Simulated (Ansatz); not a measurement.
Cost and result up the ladder for the cluster Mg₅S₄ (9 atoms). Charge 0, multiplicity 1. Geometry: B3LYP-D4/def2-SVP.

```xyz
9

Mg   -2.548   -0.331   -1.634
Mg    0.054   -2.600   -0.295
Mg   -1.246    2.701   -0.437
Mg    2.570   -0.598    1.530
Mg    1.135    2.575    1.035
S     1.999   -2.724    0.904
S    -3.037    1.903   -1.656
S    -1.889   -2.519   -1.499
S     2.962    1.595    2.052
```

Ansatz on 4 threads of Arm Neoverse V2 on a shared host. Times are rough, and most runs start from the orbitals of an earlier one. PBE0-D4/def2-TZVP serves as the yardstick here, not as an exact answer. Differences are given only for rows in sets of like size (and for xTB, whose basis is part of the method), since another set adds its own error. Binding counts from free atoms at the same level (Mg singlet, S triplet; other spins of the atoms weren't run), without zero-point energy or a counterpoise term.

B3LYP takes the VWN-RPA correlation. Correlated methods freeze 25 core orbitals; core or outer-core shells of Mg are correlated, in sets that lack core-valence functions. The rows differ in basis, and correlated rows in double-zeta sets carry the largest basis error. Another isomer (singlet) lies 2.03 eV lower at PBE0-D4/def2-TZVP; other spin states weren't run for this one.

Correlated methods converge slowly with the basis, most of all in double-zeta sets.

```
                         level  functions  wall time
               PBE-D4/def2-SVP        162      3.3 s
         LDA (SPW92)/def2-TZVP        308      3.4 s
              PBE0-D4/def2-SVP        162        6 s
PBE-D4/def2-TZVP (with forces)        308      6.5 s
                 MP2/def2-TZVP        308       12 s
           r2SCAN-D4/def2-TZVP        308       14 s
            B3LYP-D4/def2-TZVP        308       14 s
             PBE0-D4/def2-TZVP        308       17 s
            PBE-QIDH/def2-TZVP        308       20 s
              CCSD(T)/def2-SVP        162    1.7 min
```

(1) Estimate what each level gives for the binding energy per atom (eV).

Answers

(1) 
| level | binding energy per atom (eV) | difference from PBE0-D4/def2-TZVP (eV) |
| --- | --- | --- |
| PBE-D4/def2-SVP | 2.60 | – |
| LDA (SPW92)/def2-TZVP | 2.87 | 0.33 |
| PBE0-D4/def2-SVP | 2.57 | – |
| PBE-D4/def2-TZVP (with forces) | 2.57 | 0.02 |
| MP2/def2-TZVP | 2.53 | -0.01 |
| r2SCAN-D4/def2-TZVP | 2.66 | 0.12 |
| B3LYP-D4/def2-TZVP | 2.42 | -0.12 |
| PBE0-D4/def2-TZVP | 2.54 | 0.00 |
| PBE-QIDH/def2-TZVP | 2.54 | 0.00 |
| CCSD(T)/def2-SVP | 2.29 | – |
